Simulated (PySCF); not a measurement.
**Correlation energy of Ag³⁺ (silver, charge +3)**

[Kr] 4d8, high-spin 3F determinant. All numbers are calculated (PySCF 2.14, scalar relativity through the core potential, in aug-cc-pVTZ-PP with ECP28MDF (6s6p5d3f2g, 88 functions)). Frozen: 4s2 4p6; 8 electrons correlated.

```json
{"level": "CCSD", "correlation energy (mhartree)": "-219.17"}
{"level": "(T)", "correlation energy (mhartree)": "-4.67"}
{"level": "CCSD(T)", "correlation energy (mhartree)": "-223.84"}
```

Diagnostics: T1 = 0.00052, D1 = 0.0008, largest double amplitude 0.014.

Cost of the coupled-cluster step: roughly 30 core-seconds, for 8 correlated electrons.

Iterations:

```
CC2 = 0
CCSD nocc = (np.int64(5), np.int64(3)), nmo = (84, 84)
frozen orbitals [[0, 1, 2, 3], [0, 1, 2, 3]]
max_cycle = 100
direct = 0
conv_tol = 1e-08
conv_tol_normt = 1e-06
diis_space = 8
diis_start_cycle = 0
Init t2, MP2 energy = -0.220872471648113
Init E_corr(UCCSD) = -0.220872471650304
cycle = 1  E_corr(UCCSD) = -0.218533294716842  dE = 0.00233917693  norm(t1,t2) = 0.0101881
cycle = 2  E_corr(UCCSD) = -0.21905228870368  dE = -0.000518993987  norm(t1,t2) = 0.00303589
cycle = 3  E_corr(UCCSD) = -0.219175953994038  dE = -0.00012366529  norm(t1,t2) = 0.0013308
cycle = 4  E_corr(UCCSD) = -0.219176339736505  dE = -3.85742467e-07  norm(t1,t2) = 0.000321812
cycle = 5  E_corr(UCCSD) = -0.219172211290846  dE = 4.12844566e-06  norm(t1,t2) = 8.03939e-05
cycle = 6  E_corr(UCCSD) = -0.219172950275381  dE = -7.38984534e-07  norm(t1,t2) = 2.56515e-05
cycle = 7  E_corr(UCCSD) = -0.219173062686237  dE = -1.12410856e-07  norm(t1,t2) = 4.52488e-06
cycle = 8  E_corr(UCCSD) = -0.219172984838948  dE = 7.7847289e-08  norm(t1,t2) = 9.53832e-07
cycle = 9  E_corr(UCCSD) = -0.219172991539738  dE = -6.70079026e-09  norm(t1,t2) = 1.64673e-07
UCCSD converged
E(UCCSD) = -144.109276607296  E_corr = -0.2191729915397378
UCCSD(T) correction = -0.00467172710928671
```
